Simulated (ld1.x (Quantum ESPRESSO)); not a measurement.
# revPBE TM dataset for vanadium (V), scalar-relativistic all-electron reference.

```
Element                 : vanadium
Generator               : ld1.x (Quantum ESPRESSO) 7.5
Type                    : norm-conserving Troullier–Martins (Kleinman–Bylander form)
Functional              : revPBE
Relativity              : scalar-relativistic
Frozen core             : [Ne]
Valence charge          : 13
Reference configuration : 3s2 3p6 3d2 4s0 4p0 (charge +3)
Partial waves           : 3s (bound): rc 1.55 bohr; 3p (bound): rc 1.20 bohr; 3d (bound): rc 1.10 bohr
Local potential         : all-electron potential smoothed inside 0.85 bohr (lloc = -1)
Core correction         : a·sin(br)/r model core inside 0.55 bohr
```

All-electron outer shells of the reference configuration (revPBE, scalar-relativistic, ld1.x):

```json
{"shell": "2p", "level (eV)": "-538.00", "outermost node (bohr)": "–", "outermost maximum (bohr)": "0.21"}
{"shell": "3s", "level (eV)": "-103.82", "outermost node (bohr)": "0.38", "outermost maximum (bohr)": "0.82"}
{"shell": "3p", "level (eV)": "-77.27", "outermost node (bohr)": "0.35", "outermost maximum (bohr)": "0.84"}
{"shell": "3d", "level (eV)": "-36.87", "outermost node (bohr)": "–", "outermost maximum (bohr)": "0.85"}
{"shell": "4s", "level (eV)": "-27.73", "outermost node (bohr)": "1.13", "outermost maximum (bohr)": "2.29"}
{"shell": "4p", "level (eV)": "-21.89", "outermost node (bohr)": "1.22", "outermost maximum (bohr)": "2.59"}
```

(1) Estimate the cutoffs (Ry, on a coarse ladder) from which the occupation-weighted sum of valence levels, in a spherical-Bessel basis at the reference potential, stays within 10 and 1 mRy of its value at 400 Ry.

(2) Does the potential have ghost states?

(3) Which valence shell sets the plane-wave cutoff?

(4) Tests: 3s2 3p6 3d3 4s2 4p0; 3s2 3p6 3d3 4s1 4p0; 3s2 3p6 3d3 4s0 4p0; 3s2 3p6 3d3 4s1 4p1; 3s2 3p6 3d4 4s0 4p0; 3s2 3p6 3d3 4s0 4p1; 3s2 3p6 3d1 4s0 4p0. Which has the largest error in its energy relative to the reference configuration, and how large is it?

Results:

(1) 140 Ry and 160 Ry.

(2) No extra level below or beside the all-electron valence levels (s, p, d, f tested).

(3) 3d: its level needs 160 Ry to come within 1 mRy, against 80 Ry for 3p.

(4) 3s2 3p6 3d3 4s2 4p0, with +1273 meV (all-electron minus pseudo) on -50.61 eV.
